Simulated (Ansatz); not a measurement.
Molecule: AgCl, net charge 0, singlet state. SMILES: [Cl][Ag]
Geometry from a B3LYP-D3(BJ)/def2-TZVP (Ansatz, an electronic-structure program) optimisation:
```
Ag
Cl 1 2.3078
```
Charge 0, spin multiplicity 1.

Property: atomisation energy (electronic, to ground-state atoms), in kcal/mol. Cores are frozen in the correlated levels unless marked. UHF or UKS for open shells. No spin-orbit coupling. The frozen core is the preceding noble-gas configuration, with the filled d and f shells of earlier blocks. In def2 rows, elements after Kr have scalar-relativistic effective core potentials. STO-3G rows are all-electron and non-relativistic. The coupled-cluster limit lacks core correlation, which all-electron functionals hold. CBS(X,Y): correlation extrapolated as X^-3; Hartree-Fock from the larger set. The program attaches cautions to a run behind CCSD(T)/STO-3G: other roots.

```csv
level,program,atomisation energy (kcal/mol),minus last row,rough core time
HF/def2-TZVPPD,Ansatz,50.2,-23.7,-
HF/def2-QZVPP,Ansatz,50.8,-23.1,-
r2SCAN/def2-TZVPD,Ansatz,73.5,-0.4,under 20 s
B97M-V/def2-TZVPD,Ansatz,73.3,-0.6,under 20 s
PBE0-D3(BJ)/def2-TZVP,Ansatz + dftd3,71.4,-2.5,under 20 s
LC-wPBE/def2-TZVPD,Ansatz,73.2,-0.7,under 20 s
MP2/def2-SVPD,Ansatz,73.5,-0.4,-
SCS-MP2/def2-SVP,Ansatz,65.5,-8.4,-
SCS-MP2/def2-QZVPPD,Ansatz,74.5,0.6,-
"CCSD/CBS(def2-TZVPP,def2-QZVPP)",Ansatz,71.6,-2.3,-
"CCSD/CBS(def2-TZVPPD,def2-QZVPPD)",Ansatz,71.4,-2.5,-
CCSD(T)/STO-3G,Ansatz,65.6,-8.3,under 20 s
CCSD(T)/def2-SVP,Ansatz,65.2,-8.7,under 20 s
CCSD(T)/def2-QZVPPD,Ansatz,72.9,-1.0,under 20 s
"CCSD(T)/CBS(def2-TZVPPD,def2-QZVPPD)",Ansatz,73.9,0.0,23 s
```

Core times are rough, on shared machines, summed over the molecules involved; a dash marks a level read off another run, or run on other hardware, by another program or under a memory cap.
